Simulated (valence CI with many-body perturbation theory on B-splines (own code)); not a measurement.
# Which ion has this spectrum?

A relativistic CI+MBPT calculation for an atom or ion with 21 electrons gives these levels (cm⁻¹):

```tsv
J	Parity	E	g
3/2	even	0	0.69
5/2	even	312175	1.05
3/2	even	359555	1.19
7/2	even	381903	1.05
9/2	even	385899	1.05
1/2	even	396395	1.84
5/2	even	551735	1.28
7/2	even	689241	1.10
9/2	even	719601	1.13
3/2	even	756266	1.12
1/2	even	776678	1.48
11/2	even	789396	1.08
5/2	even	795158	1.25
5/2	even	846770	1.10
```

The energies are calculated, and their last digits are not significant.

(1) Which is it?
A. Ho46+
B. Er47+
C. Tb44+
D. Yb49+

## Answers

(1) A. Ho46+, ground level (3d3/2^3) J=3/2.
